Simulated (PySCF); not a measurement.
A structure optimised at PBE0-D3(BJ)/def2-SVP, used in a PySCF frequency run:

```xyz
10

Ge     0.3528    -0.0369     0.0000
C     -0.6623     1.6381     0.0000
N     -0.6693    -1.5687     0.0000
H      1.2312    -0.1062    -1.2654
H      1.2312    -0.1062     1.2654
H     -1.3021     1.7043     0.8926
H     -1.3021     1.7043    -0.8926
H      0.0221     2.5002     0.0000
H     -1.2556    -1.6812     0.8231
H     -1.2556    -1.6812    -0.8231
```

Question: Write its SMILES, formula and point group.

Answer: [CH3][GeH2][NH2], CH7GeN, Cs

Question: What are its rotational constants (standard atomic weights)?

Answer: 13.987, 5.5652, 4.4122 GHz
